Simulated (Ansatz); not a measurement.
Relaxation of BBrFH4NO (9 atoms, charge 0, multiplicity 1), to a largest force component of 0.03 eV/Å in at most 50 steps.

All numbers below come from RKS PBE/def2-SVP in Ansatz 0.2.0.

```xyz
9
Properties=species:S:1:pos:R:3:forces:R:3
B -0.031 0.581 -0.408 -0.06 0.62 -0.17
F 0.150 -0.187 1.998 0.13 -0.48 0.25
N 1.199 0.060 -0.849 0.01 0.00 0.00
H 1.345 -0.930 -1.051 0.00 0.01 0.00
H 2.060 0.596 -0.767 -0.01 -0.01 0.00
O -1.264 0.003 -0.438 0.00 0.05 -0.01
H -1.236 -0.945 -0.652 0.00 -0.05 0.00
Br -0.048 2.541 0.089 0.02 -0.65 0.02
H -0.027 0.717 2.135 -0.11 0.52 -0.09
```

**Question.** Where does it end, and by what steps?

**Answer.** The run converged. After 9 steps the energy has fallen by 0.126 eV; F2 moved furthest, 0.42 Å.

```json
{"step": "0", "energy less start (eV)": "0.0000", "largest force component (eV/Å)": "0.654", "accepted": "yes"}
{"step": "1", "energy less start (eV)": "-0.0099", "largest force component (eV/Å)": "2.440", "accepted": "yes"}
{"step": "2", "energy less start (eV)": "-0.0913", "largest force component (eV/Å)": "1.156", "accepted": "yes"}
{"step": "3", "energy less start (eV)": "-0.1123", "largest force component (eV/Å)": "0.507", "accepted": "yes"}
{"step": "4", "energy less start (eV)": "-0.1207", "largest force component (eV/Å)": "0.285", "accepted": "yes"}
{"step": "5", "energy less start (eV)": "-0.1209", "largest force component (eV/Å)": "0.264", "accepted": "yes"}
{"step": "6", "energy less start (eV)": "-0.1209", "largest force component (eV/Å)": "0.565", "accepted": "yes"}
{"step": "7", "energy less start (eV)": "-0.1254", "largest force component (eV/Å)": "0.149", "accepted": "yes"}
{"step": "8", "energy less start (eV)": "-0.1259", "largest force component (eV/Å)": "0.032", "accepted": "yes"}
{"step": "9", "energy less start (eV)": "-0.1261", "largest force component (eV/Å)": "0.004", "accepted": "yes"}
```

```xyz
9
Properties=species:S:1:pos:R:3
B -0.044 0.549 -0.452
F 0.156 -0.019 2.382
N 1.193 0.041 -0.884
H 1.322 -0.912 -1.224
H 2.062 0.554 -0.748
O -1.268 -0.043 -0.525
H -1.234 -0.971 -0.818
Br -0.057 2.384 0.287
H 0.019 0.851 2.038
```

Whether the end is a true minimum wasn't checked by a vibrational analysis.

Time of the run: 8.8 s on 4 threads of Intel(R) Xeon(R) Platinum 8488C (Sapphire Rapids), on a shared host, peak memory 0.2 GiB.
